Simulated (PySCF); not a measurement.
C3H7FOSi.
SMILES with atom numbers: `[CH3:1][C@@H:2]1[CH2:3][O:4][Si@H:5]1[F:6]`

Cartesian coordinates in Å at the GFN2-xTB level; atoms count from 1:
```
atom  x, y, z in Å
C1     1.5766    0.3197    0.0064
C2     0.2287   -0.2219    0.4484
C3    -0.4924   -1.1032   -0.5841
O4    -1.7409   -0.3941   -0.6876
Si5   -1.3355    0.8608    0.2917
F6    -2.3183    0.9774    1.5596
H7     1.4929    0.8255   -0.9530
H8     2.2996   -0.4890   -0.0934
H9     1.9560    1.0317    0.7359
H10    0.3361   -0.7397    1.4021
H11   -0.6912   -2.1260   -0.2663
H12   -0.0072   -1.1104   -1.5606
H13   -1.3088    2.1695   -0.3169
```

NICS = −σ at a ghost point: NICS(0) at the centroid of the ring atoms, NICS(1) 1 Å to either side along the normal of their mean plane, zz for the tensor component along that normal. Level: GIAO PBE0/pcSseg-1 (PySCF, non-relativistic, gas phase) on the GFN2-xTB geometry, one conformer.

Ring bond lengths (Å), with Mayer bond orders in brackets: C2–C3 1.537 (0.97), C3–O4 1.440 (0.87), O4–Si5 1.643 (1.05), Si5–C2 1.909 (0.88).

**Question.** What do the NICS probes read (ppm)?

**Answer.** 
| ring | type | NICS(0) | NICS(1), two faces | NICS(1)zz, two faces | rms pucker (Å) | centre to ring atoms, mean (Å) |
| --- | --- | --- | --- | --- | --- | --- |
| C2–C3–O4–Si5 | 4-membered ring with O and Si; formal bonds all single | -3.9 | -1.2 / -1.1 | 0.4 / 1.1 | 0.03 | 1.15 |

**Question.** What can be read from them?

**Answer.** 
- C2–C3–O4–Si5: mean NICS(1)zz 0.8 ppm, near zero. C2, C3, Si5 have four or more neighbours, and the NICS criterion for π rings isn't applied.

**Question.** What are the shieldings of the ring atoms and their hydrogens in the same run (means over atoms taken as equivalent)?

**Answer.** 
```
atoms                  environment  σ isotropic (ppm)
   C2  sp3 carbon bound to silicon              149.2
   C3   sp3 carbon bound to oxygen              112.5
   O4           silyl ether oxygen              221.8
  Si5       fluorine-bound silicon              342.8
  H10             methine hydrogen              29.04
  H11           methylene hydrogen              27.03
  H12           methylene hydrogen              27.62
  H13                Si–H hydrogen              26.49
```

The run took 7.4 s on an AMD EPYC 9R45 with one thread, on a shared host, and the process peaked at 0.71 GiB of memory. This is the whole shielding run at PBE0/pcSseg-1, SCF included.
